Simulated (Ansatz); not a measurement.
`C[S][SnH]([Cl])[Cl]` and `C[S][SnH2][Cl]` differ in one atom or group.

Ansatz, PBE0-D4/def2-TZVP geometries, multiplicity 1. Each molecule was computed in one conformer, which needn't be the lowest.

Elements past krypton have def2 core potentials.

```json
{"property": "HOMO–LUMO gap (ωB97M-V/def2-TZVPP) / eV", "`C[S][SnH]([Cl])[Cl]`": "9.88"}
{"property": "size of the dipole moment (PBE/def2-TZVPP) / D", "`C[S][SnH]([Cl])[Cl]`": "1.55"}
{"property": "size of the dipole moment (B3LYP/def2-TZVPP) / D", "`C[S][SnH]([Cl])[Cl]`": "1.60"}
{"property": "LUMO energy (ωB97M-V/def2-TZVPP) / eV", "`C[S][SnH]([Cl])[Cl]`": "0.16"}
{"property": "LUMO energy (B3LYP/def2-TZVPP) / eV", "`C[S][SnH]([Cl])[Cl]`": "-2.10"}
{"property": "HOMO energy (B3LYP/def2-TZVPP) / eV", "`C[S][SnH]([Cl])[Cl]`": "-7.28"}
```

**Question.** What does the change do to each property? (An estimate is asked.)

**Answer.** The calculation gave: 
```json
{"property": "HOMO–LUMO gap (ωB97M-V/def2-TZVPP) / eV", "`C[S][SnH2][Cl]`": "10.17", "shift": "0.29"}
{"property": "size of the dipole moment (PBE/def2-TZVPP) / D", "`C[S][SnH2][Cl]`": "1.92", "shift": "0.37"}
{"property": "size of the dipole moment (B3LYP/def2-TZVPP) / D", "`C[S][SnH2][Cl]`": "1.98", "shift": "0.38"}
{"property": "LUMO energy (ωB97M-V/def2-TZVPP) / eV", "`C[S][SnH2][Cl]`": "0.82", "shift": "0.66"}
{"property": "LUMO energy (B3LYP/def2-TZVPP) / eV", "`C[S][SnH2][Cl]`": "-1.30", "shift": "0.80"}
{"property": "HOMO energy (B3LYP/def2-TZVPP) / eV", "`C[S][SnH2][Cl]`": "-6.93", "shift": "0.35"}
```

With PBE0 the HOMO rises by 0.35 eV and the LUMO rises by 0.80 eV, so the gap widens by about 0.45 eV. PBE moves the HOMO by 0.33 eV and ωB97M-V by 0.36 eV. Dipoles are sizes alone; their direction can turn.

B3LYP here is the variant with VWN-RPA as its local correlation; programs differ in this.
